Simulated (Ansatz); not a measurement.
Isomers of Te₅Pb₄ (singlet), relaxed with PBE-D4/def2-SVP; total energies from Ansatz at PBE0-D4/def2-SVP.

| isomer | description | energy (Eh) |
| --- | --- | --- |
| A | point group Cs; 12 × Pb–Te 2.95 to 3.07 Å; 1 × Te–Te 2.75 Å | -2112.15867 |
| B | point group not assigned; 11 × Pb–Te 2.85 to 3.13 Å; 1 × Te–Te 2.80 Å | -2112.12173 |

In the def2 sets Pb, Te take a core potential; there is no spin–orbit coupling.

The isomers come from a short search, and lower ones may exist.

Problem. Work out the relative energies (1 Eh = 2625.5 kJ/mol) and the Boltzmann populations at 1200 K from electronic energies alone (R = 8.314 J/mol/K).

Solution. ΔE: A 0.0, B 97.0 kJ/mol. RT = 9.98 kJ/mol. Factors exp(−ΔE/RT): A 1, B 6.01e-05; sum 1.000. Populations: A 100.0 %, B 0.0 %. Zero-point energy, vibrational entropy and symmetry numbers are left out and can shift these; an error of 4 kJ/mol changes a ratio by a factor of 1.5. Over the other density-functional and correlated levels in def2 sets, the gap between A and B ranges from 88 to 91 kJ/mol.
